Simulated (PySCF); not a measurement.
Delta-SCF ions had no search for a lower state. Excitations are Tamm–Dancoff values on a coarser integration grid. The basis has no diffuse functions, so Rydberg states are missing or too high.

Cartesian coordinates (Å):
```xyz
22

Si     2.3609     0.0355     0.8895
C      1.0658    -0.1475    -0.4720
C      0.3159     1.1745    -0.8272
C     -1.1626     0.7637    -0.7550
C     -1.5353     0.5513     0.7219
C     -0.8241    -0.7801     1.0790
C     -0.0922    -1.1409    -0.2219
C     -1.1116    -0.6791    -1.2718
H      1.8196     0.7738     2.0744
H      2.8590    -1.2988     1.3520
H      3.5242     0.8175     0.3640
H      1.6240    -0.4955    -1.3588
H      0.5336     2.0064    -0.1369
H      0.5855     1.5203    -1.8370
H     -1.8360     1.4496    -1.2890
H     -2.6261     0.4657     0.8429
H     -1.2062     1.3929     1.3508
H     -1.5523    -1.5650     1.3351
H     -0.1450    -0.6876     1.9406
H      0.2218    -2.1933    -0.2774
H     -0.7400    -0.7614    -2.3055
H     -2.0788    -1.2019    -1.1976
```
Charge 0, multiplicity 1.

Question: Give the HOMO, total energy, S1–T1 gap (TDA), vertical ionisation energy (Delta-SCF), S1 oscillator strength, S1 excitation (TDA), T1 excitation (TDA) and HOMO–LUMO gap at the level M06-2X/def2-TZVP // PBE0-D3(BJ)/def2-SVP (PySCF 2.14.0).

Answer: 
```json
{
 "HOMO": "-9.06 eV",
 "total_energy": "-564.6040 Ha",
 "S1–T1 gap (TDA)": "0.38 eV",
 "vertical ionisation energy (Delta-SCF)": "9.91 eV",
 "S1 oscillator strength": "0.049",
 "S1 excitation (TDA)": "7.79 eV",
 "T1 excitation (TDA)": "7.41 eV",
 "HOMO–LUMO gap": "10.40 eV"
}
```
